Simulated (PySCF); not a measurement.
From one molecule to another.

First species: SnFH3.
Cartesian coordinates in Å at the PBE0-D3(BJ)/def2-SVP level; atoms count from 1:
```
atom  x, y, z in Å
Sn1   -0.0008    0.0012   -0.1220
F2     0.0123   -0.0179    1.8221
H3     1.6454    0.0105   -0.5785
H4    -0.8325    1.4316   -0.5467
H5    -0.8243   -1.4254   -0.5749
```

Second species: C4H10GaN.
SMILES: `C=[C](C)[GaH][NH]C`

Levels: wB97X-D/def2-SVPD for dipole moment, HOMO energy, LUMO energy, HOMO–LUMO gap and static isotropic polarisability; TDDFT wB97X-D/def2-SVPD for lowest singlet excitation; TDA wB97X-D/def2-SVPD for lowest triplet excitation (Tamm–Dancoff). Geometries: PBE0-D3(BJ)/def2-SVP. All species are isolated and taken at one optimised geometry (atoms past krypton carry core potentials, spin–orbit coupling is left out); the electronic structure was computed with PySCF and density fitting.

The conformers computed, where there is a choice (atom-mapped SMILES and torsion angles):
- `[CH2:1]=[C:2]([CH3:3])[GaH:4][NH:5][CH3:6]`: C1–C2–Ga4–N5 180°, C2–Ga4–N5–C6 0°

Problem. Which of the two has the higher HOMO–LUMO gap, and by how much?

Solution. The first: 12.13 eV against 9.36 eV, a difference of 2.77 eV.

Problem. Which of the two has the higher HOMO energy, and by how much?

Solution. The second: -8.48 eV against -11.31 eV, a difference of 2.83 eV.

Problem. Which of the two has the higher static isotropic polarisability, and by how much?

Solution. The second: 88.8 au against 40.2 au, a difference of 48.6 au.

Problem. Which of the two has the higher T1 energy, and by how much?

Solution. The first: 6.83 eV against 4.13 eV, a difference of 2.70 eV.

Problem. Which of the two has the higher dipole moment, and by how much?

Solution. The first: 2.95 D against 0.96 D, a difference of 1.99 D.

Problem. Which has the higher LUMO energy?

Solution. The second: 0.88 eV against 0.82 eV, a difference of 0.06 eV.

Problem. Which of the two has the higher S1 energy, and by how much?

Solution. The first: 7.18 eV against 5.49 eV, a difference of 1.69 eV.

On the first: The principal polarisabilities are 37.7, 41.5 and 41.5 au; their mean is the isotropic value. The polarisability is 5.96 Å³ as a volume (1 au = 0.148185 Å³). Atoms past krypton carry effective core potentials; spin–orbit coupling is left out.

On the second: The principal polarisabilities are 64.4, 89.3 and 112.5 au; their mean is the isotropic value. Relativistic effects, spin–orbit coupling among them, are left out although an element past zinc is present.
